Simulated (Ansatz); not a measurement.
Start from `C[CH](C)[GeH]` and change one atom or group to get `CC(C)[O][InH2]`.

Ansatz, PBE0-D4/def2-TZVP geometries, multiplicity 1. Each molecule was computed in one conformer, which needn't be the lowest.

Elements past krypton have def2 core potentials. Scalar relativity is left out up to krypton.

```tsv
property	`C[CH](C)[GeH]`
size of the dipole moment (ωB97M-V/def2-TZVPP) / D	0.90
HOMO–LUMO gap (B3LYP/def2-TZVPP) / eV	3.24
size of the dipole moment (PBE/def2-TZVPP) / D	1.01
LUMO energy (ωB97M-V/def2-TZVPP) / eV	-0.55
HOMO energy (PBE0/def2-TZVPP) / eV	-6.16
size of the dipole moment (B3LYP/def2-TZVPP) / D	0.93
```

**Question.** What does the change do to each property? (An estimate is asked.)

**Answer.** Ansatz gave: 
```
                                          property  `CC(C)[O][InH2]`  shift
size of the dipole moment (ωB97M-V/def2-TZVPP) / D              1.62   0.72
             HOMO–LUMO gap (B3LYP/def2-TZVPP) / eV              5.30   2.06
    size of the dipole moment (PBE/def2-TZVPP) / D              1.30   0.29
             LUMO energy (ωB97M-V/def2-TZVPP) / eV             -0.11   0.44
                HOMO energy (PBE0/def2-TZVPP) / eV             -7.31  -1.15
  size of the dipole moment (B3LYP/def2-TZVPP) / D              1.50   0.57
```

With PBE0 the HOMO falls by 1.15 eV and the LUMO rises by 0.98 eV, so the gap widens by about 2.13 eV. PBE moves the HOMO by -0.80 eV and ωB97M-V by -1.43 eV. The zero-point energy changes by 28.2 kJ/mol with +6 modes. Dipoles are sizes alone; their direction can turn.

B3LYP here is the variant with VWN-RPA as its local correlation; programs differ in this.
